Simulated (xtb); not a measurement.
H₂O₄P (SMILES [O]P(=O)(O)O), doublet, from a rough starting geometry; GFN2-xTB (xtb).

xtb was given this input:
```
$ xtb mol.xyz --gfn 2 --uhf 1 --opt vtight --json

# file mol.xyz
7

O     -1.22290414    -0.86781674    -0.99967931
P     -0.37639132    -0.12175544     0.03285186
O     -1.35735564     0.20932078     1.11139235
O      0.30032412     1.13581792    -0.64748715
O      0.81221907    -0.97636886     0.55509255
H      0.38734122     1.82720709     0.06651115
H      1.33548465    -1.31936792    -0.13686163
```

### Question
Predict the main parts of the log of this xtb run.

### Answer

```
   ID    Z sym.   atoms
    1    8 O      1, 3-5
    2   15 P      2
    3    1 H      6, 7

           -------------------------------------------------
          |                Calculation Setup                |
           -------------------------------------------------

           -------------------------------------------------
          |                 G F N 2 - x T B                 |
           -------------------------------------------------

          ...................................................
          :                      SETUP                      :
          :.................................................:
          :  # basis functions                  28          :
          :  # atomic orbitals                  27          :
          :  # shells                           13          :
          :  # electrons                        31          :
          :  max. iterations                   250          :
          :  Hamiltonian                  GFN2-xTB          :
          :  restarted?                      false          :
          :  GBSA solvation                  false          :
          :  PC potential                    false          :
          :  electronic temp.          300.0000000     K    :
          :  accuracy                    1.0000000          :
          :  -> integral cutoff          0.2500000E+02      :
          :  -> integral neglect         0.1000000E-07      :
          :  -> SCF convergence          0.1000000E-05 Eh   :
          :  -> wf. convergence          0.1000000E-03 e    :
          :  Broyden damping             0.4000000          :
          :  net charge                          0          :
          :  unpaired electrons                  1          :
          ...................................................

 iter      E             dE          RMSdq      gap      omega  full diag
   1    -19.8897518 -0.198898E+02  0.913E+00   12.29       0.0  T
   2    -19.9235635 -0.338117E-01  0.484E+00   11.61       1.0  T
   3    -19.9140308  0.953269E-02  0.222E+00   10.89       1.0  T
   4    -19.9368677 -0.228370E-01  0.113E+00   10.98       1.0  T
   5    -19.9377358 -0.868103E-03  0.688E-01   11.21       1.0  T
   6    -19.9384446 -0.708800E-03  0.191E-01   11.07       1.0  T
   7    -19.9384748 -0.302254E-04  0.478E-02   11.11       1.0  T
   8    -19.9384763 -0.140893E-05  0.904E-03   11.10       4.2  T
   9    -19.9384762  0.711131E-07  0.104E-02   11.10       3.6  T
  10    -19.9384763 -0.142120E-06  0.115E-03   11.10      32.9  T
  11    -19.9384763 -0.503533E-09  0.368E-04   11.10     102.7  T
  12    -19.9384763 -0.158334E-09  0.201E-04   11.10     188.4  T

   *** convergence criteria satisfied after 12 iterations ***

         :::::::::::::::::::::::::::::::::::::::::::::::::::::
         ::                     SUMMARY                     ::
         :::::::::::::::::::::::::::::::::::::::::::::::::::::
         :: total energy             -19.839715334236 Eh    ::
         :: gradient norm              0.072445474552 Eh/a0 ::
         :: HOMO-LUMO gap             11.101164207917 eV    ::
         ::.................................................::
         :: SCC energy               -19.938475524554 Eh    ::
         :: -> isotropic ES            0.090736829302 Eh    ::
         :: -> anisotropic ES         -0.002997080891 Eh    ::
         :: -> anisotropic XC         -0.003285686523 Eh    ::
         :: -> dispersion             -0.003852755262 Eh    ::
         :: repulsion energy           0.098760190318 Eh    ::
         :: add. restraining           0.000000000000 Eh    ::
         :: total charge               0.000000000000 e     ::
         :::::::::::::::::::::::::::::::::::::::::::::::::::::

      -----------------------------------------------------------
     |                   =====================                   |
     |                        A N C O P T                        |
     |                   =====================                   |
     |               Approximate Normal Coordinate               |
     |                Rational Function Optimizer                |
      -----------------------------------------------------------
      -----------------------------------------------------------
     |                   =====================                   |
     |                        A N C O P T                        |
     |                   =====================                   |
     |               Approximate Normal Coordinate               |
     |                Rational Function Optimizer                |
      -----------------------------------------------------------

          ...................................................
          :                      SETUP                      :
          :.................................................:
          :   optimization level         verytight          :
          :   max. optcycles                   200          :
          :   ANC micro-cycles                  20          :
          :   degrees of freedom                15          :
          :.................................................:
          :   RF solver                   davidson          :
          :   write xtbopt.log                true          :
          :   linear?                        false          :
          :   energy convergence         0.1000000E-06 Eh   :
          :   grad. convergence          0.2000000E-03 Eh/α :
          :   maxmium RF displ.          1.0000000          :
          :   Hlow (freq-cutoff)         0.1000000E-01      :
          :   Hmax (freq-cutoff)         5.0000000          :
          :   S6 in model hess.         20.0000000          :
          ...................................................

generating ANC from exact Hessian ...
Using Lindh-Hessian (1995)
 Shifting diagonal of input Hessian by    0.0000000000000000
 Lowest  eigenvalues of input Hessian
[...]
 * total energy  :   -19.8451542 Eh     change       -0.1604844E-04 Eh
 * total energy  :   -19.8451670 Eh     change       -0.1282503E-04 Eh
 * total energy  :   -19.8451709 Eh     change       -0.3856314E-05 Eh
 * total energy  :   -19.8451743 Eh     change       -0.3413956E-05 Eh
 * total energy  :   -19.8451754 Eh     change       -0.1125041E-05 Eh
 * total energy  :   -19.8451756 Eh     change       -0.2318499E-06 Eh
 * total energy  :   -19.8451759 Eh     change       -0.2415118E-06 Eh
 * total energy  :   -19.8451761 Eh     change       -0.2112616E-06 Eh
 * total energy  :   -19.8451763 Eh     change       -0.2307526E-06 Eh
 * total energy  :   -19.8451766 Eh     change       -0.2527726E-06 Eh
 * total energy  :   -19.8451768 Eh     change       -0.2685876E-06 Eh
 * total energy  :   -19.8451770 Eh     change       -0.1729593E-06 Eh
 * total energy  :   -19.8451771 Eh     change       -0.6913571E-07 Eh
   *** GEOMETRY OPTIMIZATION CONVERGED AFTER 63 ITERATIONS ***
[...]
   2    -19.9443214  0.156319E-12  0.175E-05   11.16    2162.9  T
   3    -19.9443214  0.422773E-12  0.179E-05   11.16    2112.8  T

   *** convergence criteria satisfied after 3 iterations ***

         :::::::::::::::::::::::::::::::::::::::::::::::::::::
         ::                     SUMMARY                     ::
         :::::::::::::::::::::::::::::::::::::::::::::::::::::
         :: total energy             -19.845177078852 Eh    ::
         :: gradient norm              0.000128843400 Eh/a0 ::
         :: HOMO-LUMO gap             11.161003780344 eV    ::
         ::.................................................::
         :: SCC energy               -19.944320609687 Eh    ::
         :: -> isotropic ES            0.089267539362 Eh    ::
         :: -> anisotropic ES         -0.002609190567 Eh    ::
         :: -> anisotropic XC         -0.003256597772 Eh    ::
         :: -> dispersion             -0.003847760770 Eh    ::
         :: repulsion energy           0.099143530834 Eh    ::
         :: add. restraining           0.000000000000 Eh    ::
         :: total charge               0.000000000479 e     ::
         :::::::::::::::::::::::::::::::::::::::::::::::::::::

           -------------------------------------------------
          |                Property Printout                |
           -------------------------------------------------

    * Orbital Energies and Occupations

         #    Occupation            Energy/Eh            Energy/eV
      -------------------------------------------------------------
         1        2.0000           -0.7721195             -21.0104
       ...           ...                  ...                  ...
         4        2.0000           -0.7100290             -19.3209
         5        2.0000           -0.6718983             -18.2833
         6        2.0000           -0.6434766             -17.5099
         7        2.0000           -0.6134937             -16.6940
         8        2.0000           -0.5988336             -16.2951
         9        2.0000           -0.5732698             -15.5995
        10        2.0000           -0.5666213             -15.4186
        11        2.0000           -0.5360414             -14.5864
        12        2.0000           -0.5192634             -14.1299
        13        2.0000           -0.5078230             -13.8186
        14        2.0000           -0.5029811             -13.6868
        15        2.0000           -0.4957721             -13.4906
        16        1.0000           -0.4694060             -12.7732 (HOMO)
        17                         -0.0592467              -1.6122 (LUMO)
        18                         -0.0282850              -0.7697
        19                         -0.0038998              -0.1061
        20                          0.0638609               1.7377
        21                          0.1365278               3.7151
        22                          0.1480659               4.0291
        23                          0.3003512               8.1730
        24                          0.4269233              11.6172
        25                          0.9528712              25.9289
        26                          0.9760108              26.5586
        27                          1.1279988              30.6944
      -------------------------------------------------------------
                  HL-Gap            0.4101593 Eh           11.1610 eV
             Fermi-level           -0.3734576 Eh          -10.1623 eV

     #   Z          covCN         q      C6AA      α(0)
     1   8 O        0.808    -0.328    20.323     6.043
     2  15 P        3.447     0.691   133.049    20.720
     3   8 O        0.808    -0.302    19.846     5.972
     4   8 O        1.614    -0.408    21.034     6.190
     5   8 O        1.614    -0.372    20.331     6.086
     6   1 H        0.912     0.356     0.564     1.175
     7   1 H        0.915     0.364     0.547     1.157

 Mol. C6AA /au·bohr⁶  :        946.559806
 Mol. C8AA /au·bohr⁸  :      29001.995051
 Mol. α(0) /au        :         47.342483

Wiberg/Mayer (AO) data.
largest (>0.10) Wiberg bond orders for each atom

 ---------------------------------------------------------------------------
     #   Z sym  total        # sym  WBO       # sym  WBO       # sym  WBO
 ---------------------------------------------------------------------------
     1   8 O    2.000 --     2 P    1.497     3 O    0.370
     2  15 P    5.556 --     3 O    1.559     1 O    1.497     5 O    1.266
                             4 O    1.200
     3   8 O    2.046 --     2 P    1.559     1 O    0.370
     4   8 O    2.216 --     2 P    1.200     6 H    0.844
     5   8 O    2.259 --     2 P    1.266     7 H    0.836
     6   1 H    0.873 --     4 O    0.844
     7   1 H    0.867 --     5 O    0.836
 ---------------------------------------------------------------------------

Topologies differ in total number of bonds
Writing topology from bond orders to xtbtopo.mol

molecular dipole:
                 x           y           z       tot (Debye)
 q only:        1.111       0.436      -0.492
   full:        1.288       0.558      -0.620       3.900
molecular quadrupole (traceless):
                xx          xy          yy          xz          yz          zz
 q only:       -1.748      -3.914       4.922      -0.612      -0.694      -3.175
  q+dip:       -2.383      -4.674       5.523      -0.787      -0.402      -3.140
   full:       -2.650      -4.893       5.951      -0.933      -0.548      -3.301

optimized geometry written to: xtbopt.xyz

           -------------------------------------------------
          | TOTAL ENERGY              -19.845177078852 Eh   |
          | GRADIENT NORM               0.000128843400 Eh/α |
          | HOMO-LUMO GAP              11.161003780344 eV   |
           -------------------------------------------------

normal termination of xtb
```
